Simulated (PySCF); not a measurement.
chloroform (CHCl3), singlet, geometry from GFN2-xTB. Base run: BLYP/6-31G, TDDFT (PySCF).

PySCF was given this input:
```python
from pyscf import gto, scf, dft, tdscf

mol = gto.M(
    atom='''
C    -0.00102295    0.00710830    0.48100116
H    -0.00334391    0.02323614    1.57233262
Cl    0.00925814    1.67396575   -0.11215631
Cl    1.44662035   -0.84673105   -0.07184825
Cl   -1.45532076   -0.83111035   -0.07825071
''',
    basis='6-31g',
    verbose=4,
)

mf = dft.RKS(mol)
mf.xc = 'blyp'
mf.kernel()
td = mf.TDDFT()
td.nstates = 5
td.kernel()
td.analyze()
```

Each row names what was changed in the base input (with any setting that the change needs).

```tsv
change	first excitation (eV)	oscillator strength of the first	second (eV)	core-seconds (rough)
base	5.72	0.000	6.29	10
functional = pbe	(withheld)	0.000	(withheld)	20
states = triplets; response = Tamm-Dancoff	(withheld)	-	(withheld)	10
functional = pbe0	6.52	0.000	7.04	30
functional = b3lyp	6.32	0.000	6.87	30
functional = hf	(withheld)	0.000	(withheld)	6
functional = m062x	6.67	0.000	7.12	100
nstates = 15	5.72	0.000	6.29	20
response = Tamm-Dancoff	5.73	0.000	6.30	10
functional = camb3lyp	6.70	0.000	7.21	70
```

Question: Complete the blanks.

Answer: 
- functional = pbe, first excitation (eV): 5.80
- functional = pbe, second (eV): 6.34
- states = triplets; response = Tamm-Dancoff, first excitation (eV): 5.38
- states = triplets; response = Tamm-Dancoff, second (eV): 5.81
- functional = hf, first excitation (eV): 7.77
- functional = hf, second (eV): 8.08

An iterative solver can miss low states, so a row lists the states that it found.
